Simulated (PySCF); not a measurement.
Co¹³⁺: ionisation energy

Co¹³⁺ [Ne] 3s2 3p2 (3P) → Co¹⁴⁺ [Ne] 3s2 3p1 (2P), as a difference of total energies. Computed with PySCF 2.14 in an even-tempered Gaussian basis (19 s from 0.81 bohr⁻², ratio 2.5; 12 p from 1.1 bohr⁻², ratio 2.5; 5 d from 5.6 bohr⁻², ratio 2.7; 4 f from 8.5 bohr⁻², ratio 2.7), with scalar relativity by spin-free X2C-1e. Correlated levels: outer shells: 1s2 frozen; virtual orbitals above 40 to 60 times the deepest correlated orbital energy dropped. The calculations carry no spin-orbit coupling.

```
                method  ionisation energy (eV)
                   UHF                  407.87
                   LDA                  409.04
                   PBE                  409.02
                  PBE0                  409.02
                r2SCAN                  409.31
             BHandHLYP                  409.02
                  BP86                  409.16
    MP2 (outer shells)                  408.46
SCS-MP2 (outer shells)                  408.30
```

**Question.** How much does correlation contribute at MP2 (outer shells)?

**Answer.** 408.46 − (407.87) = 0.59 eV, measured against UHF.

A first-order spin-orbit estimate (lowest level to lowest level, LS coupling) adds -0.072 eV.

For comparison: 410 ± 1 eV (semi-empirical (NIST evaluation); NIST Atomic Spectra Database, ionization energies).
